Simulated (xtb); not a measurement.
xtb input (GFN2-xTB):

```bash
xtb mol.xyz --gfn 2 --ohess tight --chrg 0 --uhf 0
```
mol.xyz:
```
13

C      2.13277064     0.53394459    -0.26558777
O      0.69937363     0.63021272    -0.34821795
B     -0.06680583    -0.40505915     0.22459878
O      0.52396276    -1.40082760     0.85250704
O     -1.44243623    -0.34196182     0.10500531
C     -2.02389864     0.75533112    -0.55246327
H      2.50749887     1.43363094    -0.73180931
H      2.52840143    -0.32602827    -0.73319222
H      2.46700312     0.57542471     0.78822860
H     -0.08743828    -2.00521671     1.22226935
H     -1.77240648     1.69902657    -0.06490394
H     -3.11848449     0.55834767    -0.47715630
H     -1.75950869     0.78881283    -1.56865250
```

End of the output:

```
   temp. (K)  partition function   enthalpy   heat capacity  entropy
                                   cal/mol     cal/K/mol   cal/K/mol   J/K/mol
 298.15  VIB   380.                 2843.125     16.955     18.271
         ROT  0.160E+06              888.752      2.981     26.798
         INT  0.609E+08             3731.878     19.936     45.070
         TR   0.825E+27             1481.254      4.968     39.382
         TOT                        5213.1315    24.9037    84.4519   353.3467

       T/K    H(0)-H(T)+PV         H(T)/Eh          T*S/Eh         G(T)/Eh
   ------------------------------------------------------------------------
    298.15    0.830765E-02    0.108339E+00    0.401258E-01    0.682134E-01
   ------------------------------------------------------------------------

         :::::::::::::::::::::::::::::::::::::::::::::::::::::
         ::                  THERMODYNAMIC                  ::
         :::::::::::::::::::::::::::::::::::::::::::::::::::::
         :: total free energy         -21.329549803762 Eh   ::
         ::.................................................::
         :: total energy              -21.397763207456 Eh   ::
         :: zero point energy           0.100031568370 Eh   ::
         :: G(RRHO) w/o ZPVE           -0.031818164676 Eh   ::
         :: G(RRHO) contrib.            0.068213403694 Eh   ::
         :::::::::::::::::::::::::::::::::::::::::::::::::::::
imag cut-off (cm-1) :    5.00
 found            1  significant imaginary frequency
 writing imag mode distorted coords to xtbhess.xyz
 for further optimization.

optimized geometry written to: xtbopt.xyz

           -------------------------------------------------
          | TOTAL ENERGY              -21.397763207456 Eh   |
          | TOTAL ENTHALPY            -21.289423985158 Eh   |
          | TOTAL FREE ENERGY         -21.329549803762 Eh   |
          | GRADIENT NORM               0.000203399446 Eh/α |
          | HOMO-LUMO GAP               8.129891489550 eV   |
Note: The following floating-point exceptions are signalling: IEEE_UNDERFLOW_FLAG IEEE_DENORMAL
normal termination of xtb
           -------------------------------------------------

------------------------------------------------------------------------
------------------------------------------------------------------------
 total:
 SCF:
 ANC optimizer:
 analytical hessian:
```
